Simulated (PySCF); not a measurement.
H₃S, SMILES [SH3+], charge +1.

The structure is a stationary point at B3LYP-D3(BJ)/def2-TZVPD. The isomer is the one that the SMILES or the coordinates give; other isomers of the formula were not compared.

Computed with B3LYP-D3(BJ)/def2-TZVPD (PySCF 2.14.0).

Frequencies are harmonic and unscaled.

Modes within 1.5 cm⁻¹ of each other (mostly degenerate sets) share a row, with their intensities summed.

```
mode  ν (cm⁻¹)  IR (km/mol)  Raman (Å⁴/amu)  depolarisation  moving atoms (share of kinetic energy)
----  --------  -----------  --------------  --------------  --------------------------------------
1         1064         10.5             2.6            0.75                                  H 94 %
2–3       1218          0.9            12.8            0.75                                  H 98 %
4         2591         48.3           164.0            0.01                                  H 98 %
5–6       2595        175.6            94.9            0.75                                  H 97 %
```
